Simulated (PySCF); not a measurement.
PySCF 2.14 output of a UHF calculation on a single atom or ion in aug-cc-pVTZ-PP with one added diffuse shell each of d, f type with ECP28MDF (6s5p5d3f, 67 functions), with a scalar-relativistic core potential:

```
SCF conv_tol = 1e-09
number electrons alpha = 12  beta = 10
cycle= 1 E= -213.147995150712  delta_E= -0.00278  |g|= 0.0172  |ddm|= 0.0888
cycle= 2 E= -213.148386322623  delta_E= -0.000391  |g|= 0.0067  |ddm|= 0.0321
cycle= 3 E= -213.148459468978  delta_E= -7.31e-05  |g|= 0.00047  |ddm|= 0.0233
cycle= 4 E= -213.148459970081  delta_E= -5.01e-07  |g|= 9.56e-05  |ddm|= 0.00373
cycle= 5 E= -213.148459997172  delta_E= -2.71e-08  |g|= 4.01e-05  |ddm|= 0.000737
cycle= 6 E= -213.148460007202  delta_E= -1e-08  |g|= 1.27e-05  |ddm|= 0.000513
cycle= 7 E= -213.148460009075  delta_E= -1.87e-09  |g|= 3.21e-06  |ddm|= 0.000261
cycle= 8 E= -213.148460009221  delta_E= -1.46e-10  |g|= 6.59e-07  |ddm|= 8.08e-05
converged SCF energy = -213.148460009221  <S^2> = 2.0103371  2S+1 = 3.0068835
```

The run itself started from symmetry-adapted Hartree-Fock orbitals and held the occupation by maximum overlap, so the iterations belong to that start.

Which element, charge and spin multiplicity is this?

Sn (tin, neutral), multiplicity 3; the state was [Kr] 4d10 5s2 5p1 5d1, one real determinant (an excited configuration).

⟨L²⟩ = 8.03 against 12 for a pure F term, so this real determinant mixes terms. Energies and moments cover only the electrons outside the core potential. The outer electron is Rydberg-like, and this basis confines it to a smaller radius and binds it less than a complete one would.
